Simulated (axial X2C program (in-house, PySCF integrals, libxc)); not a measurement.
# Which molecule has these constants?

All values come from calculations with an in-house relativistic program for diatomic molecules, spin-free (one-electron X2C) or two-component (2c: spin–orbit coupling with atomic mean-field Coulomb and Gaunt terms, which also bring small scalar terms), in Dyall basis sets with cores contracted in-house; open shells are unrestricted.

A two-component PBE0 calculation in a Dyall 3-zeta basis gave Re = 2.623 Å, ωe = 323.6 cm⁻¹, De = 2.24 eV, dipole magnitude 9.08 D, Ω = 3/2.

Which molecule is it?
A. RbSi
B. RbC
C. RbGe

B. The others have RbGe 3.184 Å and 124.0 cm⁻¹ (Ω = 3/2); RbSi 3.150 Å and 175.2 cm⁻¹ (Ω = 3/2).

Each entry is the lowest single determinant of a limited PBE0 search at one distance. De goes to single-determinant-based atoms at the same level (for ions the charge split of lowest energy) and is withheld (n/a) where an atom does not fit its ground term or J level. Main or longest-lived isotopes. One determinant is a doubtful description, or other states lie close, for RbC, RbGe, RbSi; these need not be ground states, and all values refer to the states named. With several unpaired electrons the Ω given is that of one determinant, not necessarily of the lowest component. Some light 2c atoms are not at their ground J level, so De misses part of their lowering (0.04 eV or less). The functionals have no current term, which raises determinants with orbital currents.
